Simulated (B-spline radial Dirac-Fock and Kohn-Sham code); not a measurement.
What relativity does to the binding energies of Pm⁶⁺

System: promethium as Pm⁶⁺, [Kr] 4d10 4f3 5s2 5p4.

Both columns are ΔSCF binding energies of the configuration average from a B-spline atomic structure program: non-relativistic Hartree-Fock with a point nucleus, and Dirac-Fock with a finite nucleus and the Coulomb interaction alone, averaged over the two j levels with weights 2j+1.

```tsv
shell	Hartree-Fock (eV)	Dirac-Fock (eV)	shift (eV)	shift (%)
1s	43038.5	45463.5	+2424.97	+5.63
2s	6934.7	7551.6	+616.85	+8.90
2p	6565.8	6757.9	+192.14	+2.93
3s	1614.8	1756.0	+141.27	+8.75
3p	1452.1	1499.9	+47.80	+3.29
3d	1152.1	1138.1	-13.98	-1.21
4s	405.2	437.7	+32.49	+8.02
4d	225.4	221.5	-3.84	-1.70
4f	96.33	91.59	-4.74	-4.92
5s	116.8	123.0	+6.22	+5.33
5p	96.78	98.24	+1.46	+1.51
```

Relativity binds 1s, 2s, 2p, 3s, 3p, 4s, 5s, 5p more strongly, among those listed most of all 2s in relative terms, and 3d, 4d, 4f more weakly, because the contracted s and p shells screen the nucleus better.

Values without a named source are computed, but for edge energies of neutral atoms, which are taken from tables.
